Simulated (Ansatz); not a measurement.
Job for Ansatz (an electronic-structure program): R-CCSD(T)/cc-pV(D+d)Z on O3S (SMILES O=S(=O)=O). The basis file is the Basis Set Exchange's JSON of that set.

Ansatz 0.2 input:
```yaml
crystal:
  periodic: [false, false, false]
  atoms:
    - {symbol: O, position_ang: [-0.71552072, -1.23400576, -0.02371768]}
    - {symbol: S, position_ang: [-0.00002540, 0.00000017, -0.00000423]}
    - {symbol: O, position_ang: [-0.71065616, 1.23696328, -0.01390970]}
    - {symbol: O, position_ang: [1.42610228, -0.00295769, 0.03763162]}
basis:
  gaussian:
    orbitals: cc-pV_D+d_Z.json
magnetization: {spin_polarized: false}
correlation: {method: ccsd_t, electrons: outside_noble_gas}
scf: {lower_state_search: off}
```

Give the final energy of this run.

-622.7608 hartree (reference determinant -622.0376, T1 diagnostic 0.018).
